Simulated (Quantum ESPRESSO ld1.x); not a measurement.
Species: Hg XXXVII. Configuration: [Kr] 4d8. Calculated with ld1.x of Quantum ESPRESSO 7.5: Dirac Kohn-Sham, PBE, spin-unpolarised, spherical densities, point nucleus; open shells are shared between the two j in proportion to 2j + 1. Some entries of the table are withheld. Estimate them.

orbital  occ.  eigenvalue (eV)  r(max) (bohr)
1s1/2       2         -84529.7          0.010
2s1/2       2         -16195.0          0.059
2p1/2       2         -15594.3          0.044
2p3/2       4         -13647.2          0.051
3s1/2       2         -4963.90          0.167
3p1/2       2         -4697.34          0.155
3p3/2       4         -4259.63          0.170
3d3/2       4              (1)          0.134
3d5/2       6              (2)          0.137
4s1/2       2         -2094.80          0.363
4p1/2       2              (3)          0.357
4p3/2       4              (4)          0.384
4d3/2     3.2         -1663.39          0.369
4d5/2     4.8         -1636.47          0.375
5s1/2       0              (5)          0.672
5p1/2       0         -1085.06            (6)
5p3/2       0         -1033.95            (7)

Answer. 
(1) 3d3/2 eigenvalue (eV): -3823.60
(2) 3d5/2 eigenvalue (eV): -3729.81
(3) 4p1/2 eigenvalue (eV): -1979.14
(4) 4p3/2 eigenvalue (eV): -1849.42
(5) 5s1/2 eigenvalue (eV): -1138.33
(6) 5p1/2 r(max) (bohr): 0.677
(7) 5p3/2 r(max) (bohr): 0.716
